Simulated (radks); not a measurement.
Task: The germanium ion Ge2+, 30 electrons, occupied as [Ar] 3d9 4s2 5s1 (not the ground configuration). Method: Dirac Kohn-Sham, exchange-only LDA, spin-unpolarised, spherical densities, finite nucleus; open shells fill j = l - 1/2 first; Fermi nuclear charge, rms radius 4.0742 fm; computed with a radial shooting solver on a logarithmic mesh with Libxc functionals.

Spin-orbit splittings of the eigenvalues, e(l+1/2) - e(l-1/2), with zeta = 2 splitting/(2l+1) and mean radii in bohr:

| shell | occ. | splitting (eV) | zeta (eV) | <r> j=l-1/2 | <r> j=l+1/2 |
|---|---|---|---|---|---|
| 2p | 6 | 31.79 | 21.19 | 0.1814 | 0.1850 |
| 3p | 6 | 4.385 | 2.923 | 0.6334 | 0.6437 |
| 3d | 9 | ? | ? | 0.6963 | 0.7006 |

Estimate the 3d splitting.

Result: 0.6291 eV (zeta = 0.2516 eV).
